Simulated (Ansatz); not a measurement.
CH6BGaSi: the same geometry under several functionals.

```yaml
crystal:
  periodic: [false, false, false]
  atoms:
    - {symbol: B, position_ang: [-1.198338, 1.023653, -0.047416]}
    - {symbol: Si, position_ang: [0.585932, 0.962924, 0.577941]}
    - {symbol: C, position_ang: [1.047666, -0.850964, 0.565954]}
    - {symbol: Ga, position_ang: [-0.332699, -0.769486, -0.892671]}
    - {symbol: H, position_ang: [-1.940533, 1.896295, -0.364344]}
    - {symbol: H, position_ang: [-1.772498, -0.071894, 0.213959]}
    - {symbol: H, position_ang: [1.664835, 1.958248, 0.319937]}
    - {symbol: H, position_ang: [0.789679, -1.420443, 1.456614]}
    - {symbol: H, position_ang: [2.050634, -1.108886, 0.228096]}
    - {symbol: H, position_ang: [-0.811479, -1.670546, -2.055069]}
basis:
  gaussian: {orbitals: def2-TZVPP}
hamiltonian: {xc: {name: B2PLYP}}
```

```sh
$ ansatz run in.yaml --threads 4 --pin off --events-out ev --progress --plain --max-ram 10444MiB
```

Shortened log:

```
Functional definition: B2PLYP
1391 factors; integrals over basis functions are off by at most 1.1e-3 eV
mean field evaluation 1: about -62038.5294 eV, gradient 5.1e1 eV
mean field evaluation 2: about -62038.6603 eV, gradient 5.1e1 eV
mean field evaluation 4: about -62045.0069 eV, gradient 4.4e0 eV
mean field evaluation 8: about -62045.0519 eV, gradient 5.7e-1 eV
mean field evaluation 16: about -62045.0529 eV, gradient 3.8e-4 eV
mean field -62045.05294249 eV, -2280.1136399891 hartree, gradient 3.6e-6 eV, S^2 0.000000; 0 other end points of the search recorded, 0 dependent functions left out
16 core orbitals not correlated: weight in the atoms' cores, before any rotation towards them, 1.000 or more for the frozen orbitals, at most 0.000 for the correlated occupied ones
reference -62045.05312223 eV, -2280.1136465945 hartree; 15, 15 occupied and 205, 205 virtual orbitals, 1391 factors
second order -21.84721251 eV of doubles, -0.00000000 eV of singles
Total energy: -62050.95186961 eV, -2280.3304215623 hartree
```

It took 6 s on 4 threads of an Arm Neoverse V2 on a shared host, with 0.62 GiB of host memory at the peak.

Changing it to `hamiltonian: {xc: {name: B3LYP}, dispersion: d4}` and forces (abridged; 4.9 s):

```
Functional definition: B3LYP
mean field evaluation 16: about -62068.2192 eV, gradient 5.1e-4 eV
mean field -62068.21915911 eV, -2280.9649827474 hartree, gradient 3.9e-5 eV, S^2 0.000000
Total energy: -62068.62394066 eV, -2280.9798581947 hartree
Atom 0 force    -0.192129     0.060349     0.028759 eV/Å
Atom 1 force     0.106569     0.250971     0.131402 eV/Å
Atom 2 force     0.145160    -0.104119     0.126278 eV/Å
Atom 3 force    -0.074948    -0.213293    -0.282043 eV/Å
Atom 4 force     0.099198    -0.093342     0.030796 eV/Å
Atom 5 force     0.016551     0.119173    -0.011901 eV/Å
Atom 6 force    -0.063751    -0.058557    -0.004799 eV/Å
Atom 7 force     0.036276     0.029514    -0.063363 eV/Å
Atom 8 force    -0.072964     0.002343     0.023524 eV/Å
Atom 9 force     0.000037     0.006961     0.021349 eV/Å
Dipole moment:     0.267195    -0.215360     0.035000 e Å
```

B3LYP takes the VWN-RPA correlation (the form of Gaussian; ORCA's B3LYP/G).
